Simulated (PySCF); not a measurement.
A calculated (PBE, PySCF 2.14, cc-pVTZ-DK, the spin-free X2C one-electron Hamiltonian (Gaussian nucleus)) atom or ion has these occupied shells.

| shell | electrons | orbital energy (eV) | rms radius, mean of both spins (bohr) |
| --- | --- | --- | --- |
| 1s | 2 | -15.703 | 1.11 |

(1) Name the element and its charge.

Answers

(1) He (helium, neutral), in 1s2, closed-shell 1S.
